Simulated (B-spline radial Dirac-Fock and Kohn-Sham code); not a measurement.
**Form factor and incoherent scattering function of Bi⁶⁸⁺**

System: bismuth as Bi⁶⁸⁺ in the configuration 1s2 2s2 2p6 3s2 3p3.

The run's input, task.json:

```json
{"items": [{
  "Z": 83,
  "q": 68,
  "cfg": [[1, 0, 2], [2, 0, 2], [2, 1, 6], [3, 0, 2], [3, 1, 3]],
  "A": 209,
  "rrms": 5.5211,
  "do": ["scatter"],
  "s": [0.0, 0.05, 0.1, 0.15, 0.2, 0.25, 0.3, 0.35, 0.4, 0.45, 0.5, 0.6, 0.7, 0.8, 0.9, 1.0, 1.1, 1.2, 1.4, 1.6, 1.8, 2.0, 2.5, 3.0, 3.5, 4.0, 5.0, 6.0],
  "pz": [0, 0.1, 0.15, 0.21, 0.31, 0.46, 0.67, 0.97, 1.4, 2.1, 3.0, 4.4, 6.5, 9.5, 14.0, 20.0, 30.0, 43.0, 63.0, 92.0, 130.0],
  "hv_scatter": [1000, 2000, 10000, 17479.3, 100000, 200000, 500000, 1000000]
}]}
```

Run with: `python xray_run.py task.json out`

Method: configuration-average Dirac-Fock orbitals. Computed with a radial finite-basis atomic code. f₀ is the Fourier transform of the spherical electron density, S the Waller-Hartree incoherent function, and s = sin θ/λ. The electron scattering factor follows from the Mott-Bethe formula f_e = 0.023934 Å⁻¹·(Z − f₀)/s².

| s (Å⁻¹) | f₀ | S | f_e (Å) |
| --- | --- | --- | --- |
| 0 | 15.000 | 0.000 | – |
| 0.05 | 14.997 | 0.004 | 651.037 |
| 0.1 | 14.987 | 0.017 | 162.783 |
| 0.15 | 14.970 | 0.038 | 72.366 |
| 0.2 | 14.947 | 0.067 | 40.720 |
| 0.25 | 14.917 | 0.104 | 26.072 |
| 0.3 | 14.881 | 0.149 | 18.115 |
| 0.35 | 14.838 | 0.202 | 13.317 |
| 0.4 | 14.789 | 0.262 | 10.203 |
| 0.45 | 14.734 | 0.330 | 8.068 |
| 0.5 | 14.673 | 0.405 | 6.541 |
| 0.6 | 14.534 | 0.575 | 4.552 |
| 0.7 | 14.372 | 0.770 | 3.352 |
| 0.8 | 14.189 | 0.987 | 2.573 |
| 0.9 | 13.987 | 1.224 | 2.039 |
| 1 | 13.768 | 1.476 | 1.657 |
| 1.1 | 13.533 | 1.741 | 1.374 |
| 1.2 | 13.285 | 2.017 | 1.159 |
| 1.4 | 12.755 | 2.587 | 0.858 |
| 1.6 | 12.195 | 3.164 | 0.662 |
| 1.8 | 11.619 | 3.732 | 0.527 |
| 2 | 11.041 | 4.277 | 0.431 |
| 2.5 | 9.663 | 5.496 | 0.281 |
| 3 | 8.469 | 6.495 | 0.198 |
| 3.5 | 7.498 | 7.315 | 0.148 |
| 4 | 6.730 | 8.014 | 0.114 |
| 5 | 5.598 | 9.194 | 0.074 |
| 6 | 4.717 | 10.189 | 0.052 |

f₀ starts at the number of electrons, 15, and has fallen to half at s ≈ 3.50 Å⁻¹. The sum of ⟨r²⟩ over the electrons is 0.1809 bohr². For an ion f_e diverges as s goes to zero, because of the net charge.
